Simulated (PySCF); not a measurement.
**Property card for Mg(CN)2, `N#[C][Mg][C]#N`**

Mg(CN)2, C₂MgN₂.
Cartesian coordinates in Å at the PBE0-D3(BJ)/def2-SVP level; atoms count from 1:
```xyz
5
C2MgN2 angstrom
Mg     0.0250    0.0107   -0.0001
C      0.0085    0.0114    2.0320
N     -0.0077    0.0148    3.1950
C     -0.0025   -0.0087   -2.0321
N     -0.0232   -0.0281   -3.1949
```

**PBE0-D3(BJ)/def2-SVP geometry optimisation, gas phase (PySCF)**

```
Rotational constants A, B, C : 19958.054, 1.313, 1.313 GHz
```

From B3LYP/def2-SVPD ground state and vertical TDDFT (core frozen in the response) (PySCF):

```
Dipole moment                                                     : 0.19 D
HOMO energy                                                       : -9.57 eV
LUMO energy                                                       : -2.21 eV
HOMO–LUMO gap                                                     : 7.36 eV
Lowest singlet excitation                                         : 6.15 eV (202 nm, f = 0.000)
Lowest triplet excitation (Tamm–Dancoff)                          : 5.38 eV
Static isotropic polarisability                                   : 47.0 au
Electronic spatial extent ⟨r²⟩ about the centre of nuclear charge : 782 bohr²
```

From KT2/pcSseg-1 ground state and GIAO shieldings, non-relativistic (PySCF):

```
13C chemical shifts (computed TMS as zero) by class         : 107.2 (C2/C4) ppm
Isotropic shieldings of nuclei other than C and H, by class : -94 (N3/N5), 526 (Mg1) ppm
```

**delta-SCF UKS SCAN, pcX-2 on the ionised atom, pcseg-1 elsewhere, spin-free X2C (PySCF)**

```
Core binding energies : C1s 291.6 (C2/C4), N1s 405.5 (N3/N5), Mg1s 1313.9 (Mg1) eV
```

Monoisotopic mass from the formula: 75.9912 u.

The 10 singlets span 6.15 to 6.78 eV, and their oscillator strengths add up to 0.00. In atomic units the dipole is 0.08 e·bohr (1 au = 2.5417 D). The principal polarisabilities are 35.4, 35.4 and 70.1 au; their mean is the isotropic value. No computed singlet falls in the visible range (750 to 380 nm, 1.65 to 3.26 eV); S1 lies 2.89 eV above its blue end. S1 lies 1.21 eV below the HOMO–LUMO gap. With B = h/(8π²I), that is 505.379 GHz u Å² over I, the principal moments of inertia are 0.03, 385.0 and 385.0 u Å² (most abundant isotopes); the inertial defect Ic − Ia − Ib is 0.0 u Å² (zero for a rigid planar frame, negative otherwise). The vertical singlet–triplet gap S1 − T1 is 0.77 eV (TDDFT singlet less Tamm–Dancoff triplet). The rotational constants are those of a nearly prolate symmetric top.

For the TDDFT job (B3LYP/def2-SVPD), time: 4.3 s wall. Hardware: one thread of an x86-64 server, no GPU, shared host.
